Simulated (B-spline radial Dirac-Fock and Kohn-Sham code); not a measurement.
**X-ray scattering factor of Ba⁴³⁺**

System: barium as Ba⁴³⁺, configuration [Ne] 3s2 3p1.

Input of the calculation (task.json; shells as n, l, electrons):

```json
{"items": [{
  "Z": 56,
  "q": 43,
  "cfg": [[1, 0, 2], [2, 0, 2], [2, 1, 6], [3, 0, 2], [3, 1, 1]],
  "A": 138,
  "rrms": 4.8378,
  "do": ["scatter"],
  "s": [0.0, 0.05, 0.06, 0.08, 0.1, 0.12, 0.15, 0.19, 0.23, 0.29, 0.35, 0.44, 0.55, 0.68, 0.84, 1.05, 1.3, 1.61, 2.0, 2.49, 3.09, 3.83, 4.76],
  "pz": [0, 0.1, 0.2, 0.3, 0.4, 0.5, 0.6, 0.8, 1.0, 1.2, 1.4, 1.6, 1.8, 2.0, 2.5, 3.0, 4.0, 5.0, 7.0, 10.0, 15.0, 20.0, 30.0, 40.0, 60.0, 100.0],
  "hv_scatter": [1000, 2000, 5000, 20000, 100000, 200000, 500000, 1000000]
}]}
```

Launch: `python xray_run.py task.json out`

These are calculated numbers from a radial B-spline solver; the model is Dirac-Fock densities. f₀ is the Fourier transform of the spherical electron density, S the Waller-Hartree incoherent function, and s = sin θ/λ. The electron scattering factor follows from the Mott-Bethe formula f_e = 0.023934 Å⁻¹·(Z − f₀)/s².

```csv
s (Å⁻¹),f₀,S,f_e (Å)
0,13.000,0.000,–
0.05,12.994,0.009,411.722
0.06,12.991,0.012,285.935
0.08,12.985,0.022,160.863
0.1,12.976,0.035,102.973
0.12,12.966,0.050,71.526
0.15,12.947,0.077,45.797
0.19,12.915,0.124,28.565
0.23,12.876,0.180,19.511
0.29,12.804,0.283,12.293
0.35,12.716,0.407,8.457
0.44,12.557,0.626,5.371
0.55,12.322,0.942,3.456
0.68,11.993,1.363,2.278
0.84,11.528,1.922,1.508
1.05,10.851,2.664,0.980
1.3,10.006,3.488,0.651
1.61,8.986,4.367,0.434
2,7.849,5.283,0.288
2.49,6.693,6.272,0.190
3.09,5.583,7.357,0.126
3.83,4.455,8.509,0.084
4.76,3.288,9.639,0.056
```

f₀ starts at the number of electrons, 13, and has fallen to half at s ≈ 2.59 Å⁻¹. The sum of ⟨r²⟩ over the electrons is 0.3219 bohr². For an ion f_e diverges as s goes to zero, because of the net charge.
